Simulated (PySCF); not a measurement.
**ClSe₃⁻: fields on a plane**

Method: PySCF, PBE0, basis Cl def2-SVPD, Se def2-SVPD (no relativity, density fitting).

The singlet minimum has Cl–Se 2.284 Å (×3); Se–Cl–Se 112.8° (×3).

The plane holds Cl1 at (0.00, 0.00), Se2 at (2.28, 0.00), Se3 at (-0.89, 2.10) Å. Columns run from x = -2.85 to 4.65 Å, rows from y = 4.35 (top) to -1.95 Å, in steps of 0.3 Å. Other isomers or separated fragments may lie lower.

Give the electron density (e/Å³) (cut at 5 e/Å³). Lower edges of the bins (e/Å³): '0' 0.000, '1' 0.030, '2' 0.076, '3' 0.151, '4' 0.268, '5' 0.455, '6' 0.750, '7' 1.218, '8' 1.960, '9' 3.136; top 5.00.


```
00000000000000000000000000
00000000000000000000000000
00000011110000000000000000
00001122221100000000000000
00112344432110000000000000
00124566653210000000000000
01245799864310000000000000
01346999965311000000000000
01356999965311000100000000
01346799754311111111100000
01235566554321123332110000
01123445555432334554310000
00112345676643456665421000
00011246788765568996431000
00001246899875579998531000
00001246899875579998531000
00001246788764568996431000
00001234666543456765421000
00001123444332344554310000
00011122222211223332110000
00001112111100111211100000
00001111110000000110000000
```

Give the electron localisation function (set to 0 where the density is under 0.005 e/Å³). Every second row and column.


```
0.00 0.00 0.00 0.00 0.09 0.00 0.00 0.00 0.00 0.00 0.00 0.00 0.00
0.00 0.02 0.03 0.13 0.39 0.52 0.42 0.00 0.00 0.00 0.00 0.00 0.00
0.12 0.19 0.35 0.45 0.79 0.85 0.69 0.13 0.00 0.00 0.00 0.00 0.00
0.43 0.72 0.49 0.45 0.17 0.90 0.70 0.03 0.00 0.00 0.00 0.00 0.00
0.66 0.89 0.49 0.65 0.47 0.70 0.22 0.02 0.33 0.68 0.54 0.20 0.00
0.65 0.84 0.82 0.25 0.25 0.35 0.12 0.13 0.82 0.90 0.73 0.30 0.00
0.21 0.38 0.28 0.34 0.84 0.82 0.65 0.40 0.50 0.52 0.76 0.25 0.03
0.00 0.01 0.07 0.60 0.10 0.86 0.86 0.32 0.73 0.78 0.34 0.18 0.01
0.00 0.04 0.07 0.54 0.70 0.10 0.80 0.39 0.20 0.28 0.49 0.18 0.01
0.00 0.33 0.15 0.17 0.55 0.63 0.30 0.37 0.85 0.88 0.78 0.22 0.00
0.00 0.58 0.50 0.27 0.13 0.08 0.03 0.17 0.77 0.81 0.62 0.24 0.00
```

The lowest empty level of this anion is unbound, so it and the gap depend on the basis.
